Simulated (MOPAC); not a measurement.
MOPAC input (PM6):

```
PM6 1SCF CHARGE=-1 GEO-OK AUX(PRECISION=9) THREADS=1
CNO

N    -0.00000000 1   -0.00000000 1   -1.25788699 1
C    -0.00000000 1   -0.00000000 1   -0.07148921 1
O     0.00000000 1    0.00000000 1    1.15426802 1
```

From the last part of the output:

```
                                                       MOPAC v23.2.5 Linux

          FINAL HEAT OF FORMATION =        -54.89905 KCAL/MOL =    -229.69762 KJ/MOL

          COSMO AREA              =         68.76 SQUARE ANGSTROMS
          COSMO VOLUME            =         50.44 CUBIC ANGSTROMS

          IONIZATION POTENTIAL    =          4.423889 EV
          HOMO LUMO ENERGIES (EV) =         -4.424  8.046
          NO. OF FILLED LEVELS    =          8
          MOLECULAR WEIGHT        =         42.0171         POINT GROUP:  C*v

          MOLECULAR DIMENSIONS (Angstroms)

            Atom       Atom       Distance
            O     3    N     1     2.41216
            O     3    N     1     0.00000
            N     1    C     2     0.00000

          SCF CALCULATIONS        =          1

   ATOM   CHEMICAL          X               Y               Z
  NUMBER   SYMBOL      (ANGSTROMS)     (ANGSTROMS)     (ANGSTROMS)

     1       N         -0.00000000  *  -0.00000000  *  -1.25788699  *
     2       C         -0.00000000  *  -0.00000000  *  -0.07148921  *
     3       O          0.00000000  *   0.00000000  *   1.15426802  *

                             CARTESIAN COORDINATES

   1    N       -0.000000000    -0.000000000    -1.257886990
   2    C       -0.000000000    -0.000000000    -0.071489210
   3    O        0.000000000     0.000000000     1.154268020

           Empirical Formula: C N O  =     3 atoms

      MOLECULAR POINT GROUP   :   C*v

                  EIGENVALUES
 -25.16681 -24.58878 -11.82214  -9.43453  -9.43453  -6.97268  -4.42389  -4.42389
   8.04600   8.04600   9.52239  11.88694

              NET ATOMIC CHARGES AND DIPOLE CONTRIBUTIONS

  ATOM NO.   TYPE          CHARGE      No. of ELECS.   s-Pop       p-Pop
    1          N          -0.721178        5.7212     1.84585     3.87533
    2          C           0.421877        3.5781     1.06243     2.51570
    3          O          -0.700698        6.7007     1.85702     4.84368
 DIPOLE           X         Y         Z       TOTAL
 POINT-CHG.     0.000     0.000     0.326     0.326
 HYBRID         0.000     0.000     0.905     0.905
 SUM            0.000     0.000     1.232     1.232

          ATOMIC ORBITAL ELECTRON POPULATIONS

     Atom    s        px        py        pz
    1  N   1.84585   1.36219   1.36219   1.15094
    2  C   1.06243   0.84808   0.84808   0.81953
    3  O   1.85702   1.78973   1.78973   1.26422

 **********************
 *                    *
 * JOB ENDED NORMALLY *
 *                    *
 **********************

 == MOPAC DONE ==
```

The dipole moment of an ion depends on the origin.
